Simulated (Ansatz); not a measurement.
Molecule: C4H12Mo, charge 0, multiplicity 1. This is an excited singlet: at this geometry the triplet lies 0.62 eV lower at RI-MP2/CBS(def2-TZVPPD,def2-QZVPPD)+[CCSD(T)-MP2]/def2-TZVPPD. 
Geometry from a B3LYP-D3(BJ)/def2-TZVP (Ansatz, an electronic-structure program) optimisation:
```
Mo
C 1 2.0802
H 2 1.0945 1 116.90
H 2 1.0945 3 109.68 1 -136.07
H 2 1.1065 3 108.22 4 -117.86
C 1 2.0802 2 102.93 3 -66.45
H 6 1.0945 1 116.90 2 66.45
H 6 1.0945 7 109.68 1 136.07
H 6 1.1065 7 108.22 8 117.86
C 1 2.0802 2 112.84 3 171.62
H 10 1.0945 1 116.90 2 171.62
H 10 1.0945 11 109.68 1 -136.07
H 10 1.1065 11 108.22 12 -117.86
C 1 2.0802 2 112.84 3 55.47
H 14 1.0945 1 116.90 2 -171.62
H 14 1.0945 15 109.68 1 136.07
H 14 1.1065 15 108.22 16 117.86
```

Basis-set convergence of Hartree-Fock and MP2 correlation energies (hartree) with Ansatz. Valence correlation only, unless marked. No spin-orbit coupling. Frozen are the shells of the preceding noble gas and the d and f shells that filled before the atom's block. Past Kr the def2 sets carry scalar-relativistic core potentials.

The Hartree-Fock reference is unstable (checked in the largest basis), which strains HF and MP2. 

```csv
basis,functions,E(HF),"E(corr, MP2)"
def2-SVPD,210,-225.74001,-0.82521
def2-TZVPPD,408,-225.93982,-0.97161
def2-QZVPPD,729,-225.95127,-1.02338
```

Extrapolating the two largest sets (X = 3 and 4) as X^-3: E(corr) = (64·(-1.02338) - 27·(-0.97161))/37 = -1.0612 Eh, an estimate of the basis-set limit. The largest set recovers 96.4 % of it, the smallest 77.8 %.
